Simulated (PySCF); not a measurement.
Circular dichroism: `FC(F)C[C@H]1C[C@H]1Cl`, C₅H₇ClF₂

Cartesian coordinates in Å; atom numbers follow the order of the lines, from 1:
```xyz
15

F    -1.4675   -1.0635    1.9444
C    -1.7144   -0.2565    0.8808
F    -3.0068   -0.4747    0.5380
C    -0.7873   -0.5924   -0.2784
C     0.6524   -0.3322    0.0952
C     1.6524   -0.0050   -0.9769
C     1.2278    1.0500   -0.0059
Cl    0.2167    2.3734   -0.5732
H    -1.6260    0.7848    1.2246
H    -1.0827    0.0204   -1.1302
H    -0.9258   -1.6455   -0.5342
H     0.9930   -0.9271    0.9344
H     2.6556   -0.3943   -0.8996
H     1.2884    0.0740   -1.9894
H     1.9199    1.3964    0.7486
```

Computed with PySCF 2.14.0, TDDFT B3LYP/def2-SVPD circular dichroism and optical rotation, one conformer, gas phase. Geometry: GFN2-xTB.

The molecule is flexible and this is one conformer; a measurement averages over conformers. States above about 7.9 eV (minus the energy of the highest occupied orbital) lie near or above the ionisation threshold and depend on the basis.

(1) Assign R or S to each stereocentre.

(2) Which excitations and rotatory strengths does the calculation give?

## Answers

(1) C5 S, C7 R.

(2) Rotatory strengths R in 10⁻⁴⁰ esu² cm², velocity form and length form (origin at the centre of mass); f in length form.
| state | E (eV) | λ (nm) | f | R (velocity) | R (length) | main |
| --- | --- | --- | --- | --- | --- | --- |
| 1 | 6.77 | 183 | 0.004 | +2.0 | +1.6 | HOMO→LUMO 0.94 |
| 2 | 7.16 | 173 | 0.009 | -0.2 | -0.3 | HOMO−1→LUMO 0.94 |
| 3 | 7.32 | 169 | 0.008 | +2.6 | +1.9 | HOMO→LUMO+1 0.95 |
| 4 | 7.68 | 161 | 0.005 | -1.5 | -1.3 | HOMO−1→LUMO+1 0.95 |
| 5 | 7.84 | 158 | 0.029 | 0.0 | +0.7 | HOMO→LUMO+2 0.85, HOMO→LUMO+3 0.12 |
| 6 | 7.90 | 157 | 0.008 | -10.7 | -10.8 | HOMO→LUMO+3 0.83, HOMO→LUMO+2 0.12 |
| 7 | 8.15 | 152 | 0.007 | +15.4 | +15.2 | HOMO−1→LUMO+2 0.88 |
| 8 | 8.24 | 150 | 0.009 | -15.6 | -16.3 | HOMO−1→LUMO+3 0.81 |
| 9 | 8.27 | 150 | 0.018 | -7.6 | -8.6 | HOMO→LUMO+4 0.92 |
| 10 | 8.32 | 149 | 0.014 | -5.2 | -4.6 | HOMO−2→LUMO 0.82 |
| 11 | 8.59 | 144 | 0.021 | +17.6 | +18.3 | HOMO−1→LUMO+4 0.86, HOMO−2→LUMO+1 0.09 |
| 12 | 8.72 | 142 | 0.012 | -7.7 | -7.7 | HOMO→LUMO+5 0.96 |

For state 5 the two forms differ in sign, so the sign of R isn't settled.

Among the states computed, the strongest CD band (largest |R|) is state 11. The largest dissymmetry factor in size, g = 4R/(D+G), with D and G the electric and magnetic dipole strengths, is -0.023 for state 8 (velocity form, f = 0.008), among bands with |R| over 0.5. The mirror image has the same energies and oscillator strengths and all R with the opposite sign.
